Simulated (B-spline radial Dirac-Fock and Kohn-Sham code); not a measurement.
Z = 50 (tin), transition energy 40.6 keV. These are calculated numbers from a radial B-spline solver; the model is a Dirac-Hartree-Slater potential of the neutral atom with a Latter tail (no hole, which puts coefficients of high multipoles low close above an edge), finite nucleus with surface currents. Subshells that would emit electrons below 1 keV are left out.

Q: A pure transition shows α(K) = 1.88, L1/L2 = 4.12 and L1/L3 = 2.67. What is its multipolarity?
A. E2
B. M1
C. M3
D. E1
E. M2
F. E3
G. M4
H. E4

A: D. For comparison, α(K), L1/L2, L1/L3 are E2 13.6, 0.134, 0.0948; E3 64.6, 0.00642, 0.00475; E4 281, 0.00535, 0.00405; M1 6.64, 12.8, 48.8; M2 136, 9.74, 3.26; M3 1110, 6.90, 0.592; M4 7000, 5.22, 0.249.
